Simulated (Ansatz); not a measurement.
`N[C@@H](F)[Si@@H](F)Cl` + H₂ → `F[SiH2]Cl` + `NCF` at 400 K and 1 bar (hydrogenolysis of the Si–C bond).

Computed with Ansatz on PBE0-D4/def2-TZVP structures; ΔE is electronic, products minus reactants. CBS: MP2 limit from def2 TZ/QZ plus the TZ coupled-cluster correction, frozen cores. This one scheme is used for every species. One conformer a species, not always the lowest.

```tsv
species	CCSD(T)/CBS energy (Eh)	H − E (kJ/mol)	S (J/(mol·K))
`N[C@@H](F)[Si@@H](F)Cl`	-1043.72032	195.7	398.8
H₂	-1.17544	38.0	139.0
`F[SiH2]Cl`	-849.96195	76.1	299.2
`NCF`	-194.94856	170.1	276.5
```

H − E and S are ideal-gas, rigid-rotor, harmonic terms from PBE0-D4/def2-TZVP, for one conformer and one mirror image of each species. For small species the MP2-based limit differs from directly extrapolated CCSD(T) by up to some mEh (0.8 for H₂); such offsets cancel only in part. 1 Eh = 2625.50 kJ/mol, R = 8.31446 J/(mol·K).

Q: By hand: ΔE, ΔH, ΔS and ΔG.

A: ΔE = (-849.96195) + (-194.94856) − (-1043.72032) − (-1.17544) = -0.01475 Eh = -38.7 kJ/mol. Δ(H − E) = 76.1 + 170.1 − 195.7 − 38.0 = 12.5, so ΔH = -26.2 kJ/mol. ΔS = 299.2 + 276.5 − 398.8 − 139.0 = 37.9 J/(mol·K). ΔG = -26.2 − 400 × (37.9)/1000 = -41.4 kJ/mol.

Q: By hand: the equilibrium constant, and the temperature at which ΔG would vanish if ΔH and ΔS stayed fixed.

A: log₁₀ K = −ΔG/(RT ln 10) = 5.4. ΔH and −TΔS have one sign here, so there is no such temperature.

TΔS isn't small against ΔH here. A doubt of 5 kJ/mol in ΔE shifts log₁₀ K by 0.7 here. Other conformers and mirror images would add mixing entropy, several J/(mol·K) or more a flexible species. Modes under 60 cm⁻¹, often nearly free rotors, make the harmonic entropy too high. These are equilibria of isolated gas molecules and say nothing of rates. Largest T1 diagnostic: 0.011 (customary marks: 0.02 for closed shells, 0.045 for open ones).
